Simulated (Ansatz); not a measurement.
```yaml
crystal:
  periodic: [false, false, false]
  atoms:
    - {symbol: N, position_ang: [-0.166063, 0.475777, -1.167174]}
    - {symbol: C, position_ang: [0.258919, 0.606730, 0.301484]}
    - {symbol: Zn, position_ang: [0.164356, -1.360651, 0.919613]}
    - {symbol: H, position_ang: [-1.164739, 0.505045, -0.744458]}
    - {symbol: H, position_ang: [-0.176869, 1.566933, -1.289927]}
    - {symbol: H, position_ang: [-0.132194, 1.204241, 1.138178]}
    - {symbol: H, position_ang: [1.406027, 0.994863, 0.275242]}
    - {symbol: H, position_ang: [-0.134405, -2.957202, 1.302214]}
basis:
  gaussian: {orbitals: def2-mTZVPP, fitting: {mean_field: cc-pVTZ-jkfit}}
total_charge: 1
magnetization: {spin_polarized: true, initial_magnetization: 1}
hamiltonian: {xc: {name: wB97X}}
output: {forces: true}
```

```sh
$ ansatz run in.yaml --threads 2 --pin off --events-out ev --progress --plain --max-ram 4352MiB
```

It prints (some lines left out):

```
Functional definition: wB97X
Error: <dir> the basis set cc-pVTZ-JKFIT has no functions for Zn
```
